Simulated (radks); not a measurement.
Species: C3+. Configuration: [He] 2s1.

All-electron calculation, scalar-relativistic Kohn-Sham, r2SCAN, spin-polarised, spherical densities, finite nucleus; open shells are filled with parallel spins first; meta-GGA in the generalised Kohn-Sham scheme; Fermi nuclear charge, rms radius 2.4702 fm. Program: a radial shooting solver on a logarithmic mesh with Libxc functionals.

Energy parts (eV):
total: -946.690
kinetic: 946.160
electron-nucleus: -2038.493
Hartree: 254.501
exchange-correlation: -108.858

Orbitals (lengths in bohr, moments of r in powers of bohr; <r^-3> diverges for s and p1/2; r(max) is where P^2 peaks; r(90%) holds 90 % of the orbital's charge):
\begin{tabular}{lrrrrrr}
orbital & occ. & eigenvalue (eV) & <r^-3> & r(90%) & r(max) & <r^4> \\ \hline
1s up & 1 & -335.9288 & - & 0.480 & 0.1735 & 0.02491 \\
1s down & 1 & -335.0242 & - & 0.481 & 0.1739 & 0.02462 \\
2s up & 1 & -58.0719 & - & 1.95 & 1.082 & 6.022 \\
\end{tabular}

The highest occupied level is 2s up at -58.072 eV. Spin moment in Bohr magnetons: 1. The electron density at the nucleus is 129.5 e/bohr^3 (large components only). The spin density at the nucleus is 5.121 e/bohr^3 (1s 0.331, 2s 4.790). For comparison, the ionisation energy in NIST's Atomic Spectra Database is 64.494 eV (measured). In exact Kohn-Sham theory the highest level is minus the ionisation energy, but local and semilocal functionals leave it too shallow, through self-interaction and a potential that decays too fast; potentials with the right tail come closer. The density falls to 0.001 e/bohr^3 at r = 2.44 bohr.
